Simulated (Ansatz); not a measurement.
Gas-phase electronic energies from Ansatz, PBE0-D4/def2-TZVP geometries. CBS: MP2 limit from def2 TZ/QZ plus the TZ coupled-cluster correction, frozen cores. This one scheme is used for every species, atoms too. For atomizations the MP2-based limit and the directly extrapolated one differ by several kJ/mol either way, and by 10 to 25 for some Ge, Se and Sn compounds, so smaller differences from it don't rank the levels. Functionals use def2-TZVPP. B3LYP here is the variant with VWN-RPA as its local correlation; programs differ in this. No spin–orbit coupling; open shells (•) take unrestricted orbitals. Spin–orbit coupling would lower the free atoms: a little for C; clearly for Ge. Bonds to Ge are less sure, by a few kJ/mol each and by 10 to 20 or more in all where they break to atoms, as the def2 sets lack core-valence functions. Scalar relativity is left out up to krypton. One conformer a species, not always the lowest.

Reaction (atomization): `[CH3][GeH]([CH3])[PH2]` → 2 C• + Ge• + 9 H• + P•

`[CH3][GeH]([CH3])[PH2]`:

Cartesian coordinates in Å:
```
C 0.536 -1.804 0.042
Ge -0.349 -0.135 -0.463
C -0.957 0.827 1.128
P 1.144 1.110 -1.745
H 0.863 -2.348 -0.845
H 1.408 -1.596 0.664
H -0.150 -2.438 0.607
H -1.558 -0.444 -1.375
H -1.660 0.214 1.696
H -0.106 1.067 1.767
H -1.453 1.757 0.846
H 0.357 2.292 -1.700
H 1.925 1.497 -0.621
```

CCSD(T)/CBS gives +1036.6 kcal/mol.

Problem. Another level gave +1034.0 kcal/mol. Which?
A. r2SCANh/def2-TZVPP
B. MP2/def2-TZVPP
C. B3LYP/def2-TZVPP
D. PBE0-D4/def2-TZVPP

Solution. D. PBE0-D4 1034.0, B3LYP 1025.9, MP2/def2-TZVPP 1011.6, r2SCANh 1031.5 kcal/mol.

Largest T1 diagnostic among the species: 0.011.

From r2SCAN to r2SCAN0 (25 % exact exchange), in def2-TZVPP and without D4, ΔE moves by −8.2 kcal/mol: exact exchange takes away binding that semilocal exchange gives to molecules. At CCSD(T), def2-SVP lies −60.8 kcal/mol from the extrapolated value and def2-TZVPP −21.2 kcal/mol: correlation converges slowly with the basis, and small sets miss more of it in the bonded molecule than in its fragments. The D4 term adds +10.4 kcal/mol with B3LYP and +5.6 kcal/mol with PBE0; it sums over pairs of atoms, weighted by their polarisabilities, and B3LYP, whose exchange is more repulsive, gets the larger term.
